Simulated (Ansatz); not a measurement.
**Worked example: the enthalpy of formation of BBrCl2 (bromodichloroborane)**

BBrCl2 has 4 atoms, charge 0, and is taken as a singlet. As SMILES, `ClB(Cl)Br`. The coordinates come from a PBE0-D4/def2-TZVP relaxation.

Total energies at MP2/def2-TZVP, 20 core orbitals frozen (Ansatz 0.2.0); the atoms run unrestricted:

| species | state | energy (Eh) |
| --- | --- | --- |
| BBrCl2 | singlet | -3516.991062 |
| Cl | doublet | -459.632119 |
| B | doublet | -24.575835 |
| Br | doublet | -2572.643312 |

Harmonic wavenumbers at PBE0-D4/def2-TZVP, in cm⁻¹: 209, 222, 414, 433, 896, 976.

Measured heats of formation of the gaseous atoms at 298.15 K, in kJ/mol: Cl 121.3, B 570.3, Br 111.9. Spin-orbit lowering of the atoms at 298 K (mean of the ground term's levels less their thermal mean, from spectra), in kJ/mol: Cl 3.44, B 0.00, Br 14.69. Take 1 Eh = 2625.50 kJ/mol, 1 cm⁻¹ = 0.0119627 kJ/mol, RT = 2.479 kJ/mol.

**Question.** What heat of formation follows?

**Answer.** 
1. Electronic atomisation energy: 2 × (-459.632119) + (-24.575835) + (-2572.643312) − (-3516.991062) = 0.507677 Eh = 1332.9 kJ/mol.
2. Zero-point energy: half the sum of the wavenumbers, 1575 cm⁻¹ = 18.8 kJ/mol.
3. Thermal vibrational enthalpy, Σ hcν̃/(exp(hcν̃/kT) − 1): 4.6 kJ/mol. Translation, rotation and pV of a non-linear molecule: 4 RT = 9.9 kJ/mol.
4. The 4 free atoms carry 5/2 RT each: 24.8 kJ/mol.
5. Spin-orbit coupling lowers the free atoms by 2 × 3.44 + 0.00 + 14.69 = 21.6 kJ/mol.
6. Atomisation enthalpy at 298 K: 1332.9 − 21.6 − 18.8 − 4.6 − 9.9 + 24.8 = 1302.8 kJ/mol.
7. Sum of the atoms' heats of formation: 924.8 kJ/mol. Heat of formation: 924.8 − 1302.8 = -378.0 kJ/mol.

No measured value is set beside it here. Relativity is left out. Anharmonicity and any spin-orbit splitting of the molecule are left out, and so is core correlation.
